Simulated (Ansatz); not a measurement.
Species: sum formula SiClF2 (charge -1, singlet). SMILES of the parent species: F[Si](F)Cl
Structure (B3LYP-D3(BJ)/def2-TZVP (Ansatz, an electronic-structure program) minimum search):
```xyz
4

Si    -0.3994     0.2075     0.7003
F     -1.5851    -0.5737    -0.1730
F     -0.4185     1.6340    -0.1619
Cl     1.3897    -0.7323    -0.3994
```
Charge -1, spin multiplicity 1.

Parts of the frozen-core correlation energy in STO-3G (Ansatz, hartree). Frozen orbitals: 12; correlated occupied orbitals by spin: 13 and 13; virtual: 3 and 3. No spin-orbit coupling. No relativistic terms.

```
term                            value
-------------------------  ----------
reference (HF)             -936.24415
MP2 opposite-spin          (withheld)
MP2 same-spin              (withheld)
CCSD correlation           (withheld)
(T)                          -0.00406
FCI minus CCSD(T)            -0.00064
T1 diagnostic                   0.011
largest doubles amplitude       0.067
```

Task: Complete the blanks.

Result: 
- MP2 opposite-spin, value: -0.04663
- MP2 same-spin, value: -0.00860
- CCSD correlation, value: -0.06777
